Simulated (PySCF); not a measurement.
Compound: C₃H₅NS₂Si.
Structure used (GFN2-xTB), in Å, numbered top down from 1:
```
atom  x, y, z in Å
N1     3.7520   -0.9555    0.0141
C2     2.8205   -0.2962    0.1029
Si3    1.2965    0.7722    0.2190
S4    -0.0269   -0.1014    1.6626
C5    -1.5018   -0.0546    0.5810
C6    -1.1583   -0.4733   -0.8290
S7     0.1024    0.6344   -1.5572
H8     1.6470    2.1540    0.4839
H9    -2.2215   -0.7428    1.0237
H10   -1.9078    0.9571    0.6059
H11   -2.0322   -0.4032   -1.4761
H12   -0.7687   -1.4912   -0.8569
```

The closed-shell SCF was solved with PySCF and density fitting under several settings on one GFN2-xTB geometry (grid level 2 and gas phase unless stated).

| settings | basis functions | SCF cycles | E (Eh) | HOMO (eV) | LUMO (eV) | dipole (D) |
| --- | --- | --- | --- | --- | --- | --- |
| PBE0/pcSseg-1 | 165 | 14 | -1257.3359 | -7.62 | -1.28 | 4.51 |
| CAM-B3LYP/def2-SVPD | 198 | 13 | -1257.4814 | -8.89 | -0.22 | 4.64 |

Q: Estimate the row for these settings: BLYP/def2-SVPD, grid level 1, energy threshold 1e-07 Eh.

A: 
```tsv
settings	basis functions	SCF cycles	E (Eh)	HOMO (eV)	LUMO (eV)	dipole (D)
BLYP/def2-SVPD, grid level 1, energy threshold 1e-07 Eh	198	9	-1257.4701	-6.20	-2.01	4.62
```

Q: Over all rows, what range does the HOMO–LUMO gap span?

A: From 4.19 eV (BLYP/def2-SVPD, grid level 1, energy threshold 1e-07 Eh) to 8.67 eV (CAM-B3LYP/def2-SVPD). The functional of the narrowest has no exact exchange, that of the widest range-separated exact exchange.

Q: And the dipole moment?

A: From 4.51 D (PBE0/pcSseg-1) to 4.64 D (CAM-B3LYP/def2-SVPD); the largest is 1.03 times the smallest, and the median is 4.62 D.

Cycle counts include a coarse-grid stage where the run had one.

One conformer stands for the species.
